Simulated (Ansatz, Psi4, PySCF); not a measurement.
C3H10B3O3, charge +1, singlet, geometry from GFN2-xTB. Base run: B3LYP5/STO-3G (PySCF).

Geometry (Å):
```xyz
19

C      1.5502     2.5238     0.4319
B      0.7444     1.2064     0.2115
O     -0.6330     1.1977     0.0847
B     -1.4076     0.1528    -0.1072
C     -2.9660     0.1480    -0.2365
O     -0.6926    -1.1275    -0.1905
B      0.7691    -1.1942    -0.0692
C      1.4663    -2.5891    -0.1832
O      1.3535    -0.0309     0.1183
H      1.6253     3.0829    -0.5005
H      2.5627     2.3411     0.7766
H      1.0540     3.1900     1.1329
H     -3.4305     0.3508     0.7281
H     -3.3090     0.9481    -0.8887
H     -3.3815    -0.7858    -0.6050
H     -1.1942    -1.9421    -0.3281
H      0.7869    -3.4352    -0.1274
H      2.2224    -2.7148     0.5885
H      2.0080    -2.6701    -1.1252
```
Charge +1, spin multiplicity 1.
All else is at PySCF's defaults.

The same geometry, method and basis name were run in Ansatz (an electronic-structure program) and Psi4 and PySCF, at each program's defaults and at the settings that a row names. The base is PySCF at its defaults. Differences at the defaults can come from grids, fitting, cores and function types together.

```tsv
code and settings	ΔE vs base (mEh)	basis functions	E (Eh)	SCF cycles
PySCF, defaults (exact integrals, its default grid, spherical functions)	0.000	55	-415.02875	9
Psi4, defaults (density fitting with its default set, its default grid, spherical functions)	-2.495	55	-415.03124	8
Ansatz, defaults (factorised integrals, its default grid, spherical functions)	-0.004	55	-415.02875	-
PySCF, density fitting with def2-universal-jkfit	-2.504	55	-415.03125	9
PySCF, fine grid	-0.002	55	-415.02875	9
Psi4, exact integrals, spherical functions, fine grid	-0.003	55	-415.02875	11
Ansatz, high accuracy	-0.003	55	-415.02875	-
```
